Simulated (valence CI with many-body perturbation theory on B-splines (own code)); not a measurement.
**Tl42+ in brief**

Calculated by configuration interaction combined with many-body perturbation theory (CI+MBPT): three valence electrons over a frozen Dirac-Fock core [Kr], radial functions for each j: 9 s, 9 p, 10 d, 8 f, 5 g, 3 h, 1 i, with the one-electron correlation potential Σ1 (screened to all orders), the two-electron term Σ2, the three-electron term Σ3, Breit, model QED; selected single and double excitations, second order for the rest (own B-spline code, finite nucleus).

The last digits are not significant, and no measured levels were compared; by estimate large intervals hold to a few tenths of a per cent, small ones and those within an open d or f shell to about a per cent. Only levels of the ground parity were solved; by the run's estimate the other parity begins above the list, which can be wrong where configurations are misplaced.

Levels are named by their leading jj configuration (3d3/2^4 stands for four electrons in 3d with j = 3/2), which in mixed levels can hold well under half, so a name can repeat and another be missing.

Rates and lifetimes use the calculated energies. Strong lines usually hold to 10 to 20 %, long lifetimes can be off by a factor of two.

**Question.** What is the ground level?

**Answer.** (4d3/2^3) J=3/2, composition 45 % 4d3 4F + 39 % 4d3 2D + 11 % 4d3 2P, g = 0.720.

**Question.** What is the ionisation energy?

**Answer.** 2076.3 eV; NIST lists 2075 ± 4 eV (theoretical).

**Question.** How well does LS coupling describe the low levels?

**Answer.** Among the lowest 19 levels the leading LS term, summed over configurations, holds 56 % on average. For single configurations the figures are 56 % in LS and 98 % in jj coupling. Terms mix most in the J = 3/2 level at 232280 cm⁻¹, where the leading one holds 39 %.
